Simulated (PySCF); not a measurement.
LDA on Rh⁻ (rhodium, charge -1), [Kr] 4d8 5s2, high-spin 3F determinant. All numbers are calculated (PySCF 2.14, scalar relativity through the core potential, in aug-cc-pVDZ-PP with ECP28MDF (5s5p4d2f, 54 functions)).

```
cycle= 1 E= -109.946219047342  delta_E= -0.0156  |g|= 0.206  |ddm|= 0.803
cycle= 2 E= -109.908902522387  delta_E= 0.0373  |g|= 0.373  |ddm|= 0.46
cycle= 3 E= -109.958841954749  delta_E= -0.0499  |g|= 0.0339  |ddm|= 0.356
cycle= 4 E= -109.95972415662  delta_E= -0.000882  |g|= 0.000621  |ddm|= 0.0719
cycle= 5 E= -109.959724468326  delta_E= -3.12e-07  |g|= 6.2e-05  |ddm|= 0.00235
cycle= 6 E= -109.959724473818  delta_E= -5.49e-09  |g|= 1.28e-05  |ddm|= 0.000312
cycle= 7 E= -109.959724473895  delta_E= -7.68e-11  |g|= 1.32e-07  |ddm|= 2.28e-05
converged SCF energy = -109.959724473895  <S^2> = 2.0116776  2S+1 = 3.007775
```

Highest occupied orbital energy: 0.861 eV; ⟨L²⟩ = 12.01; populations by l: s 4.00, p 6.00, d 8.00, f 0.00.

Problem. Can this result be used?

Solution. With care. The run converged. Energies and moments cover only the electrons outside the core potential. At LDA the highest occupied level has a positive energy, so only the finite basis holds that electron; in a semilocal or global hybrid functional this comes from self-interaction and does not mean that the real anion is unbound.
